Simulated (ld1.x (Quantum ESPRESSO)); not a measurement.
**Plane-wave convergence, TM potential for lithium (Li)**

Li (Z = 3), norm-conserving Troullier–Martins (Kleinman–Bylander form), made with ld1.x (Quantum ESPRESSO) 7.5 (LDA (PZ), scalar-relativistic). Core [He], reference 2s1 2p0. Waves: 2s (bound): rc 2.45 bohr; 2p (bound, empty): rc 4.20 bohr; 3d channel at 0.25 Ry: rc 3.70 bohr. Local part: the d channel. Core correction: none.

The pseudo-atom Hamiltonian at the reference potential is diagonalised in spherical Bessel functions j_l(qr) that vanish at 20 bohr, with q² up to the cutoff. All-electron valence levels (Ry): 2s -0.2114, 2p -0.0829.

Problem. How do the lowest levels (Ry) of each channel move with the cutoff, and are there ghosts?

Solution.

| cutoff (Ry) | s #1 | p #1 | p #2 | d #1 | f #1 | Σ f·Δε (mRy) |
| --- | --- | --- | --- | --- | --- | --- |
| 8 | -0.2112 | -0.0829 | 0.0395 | 0.0443 | 0.0993 | 0.2 |
| 10 | -0.2112 | -0.0829 | 0.0395 | 0.0443 | 0.0993 | 0.2 |
| 400 | -0.2114 | -0.0829 | 0.0395 | 0.0443 | 0.0993 | 0.0 |

Result: no extra level below or beside the all-electron valence levels (s, p, d, f tested); 10 mRy is reached at 6 Ry and 1 mRy at 6 Ry.
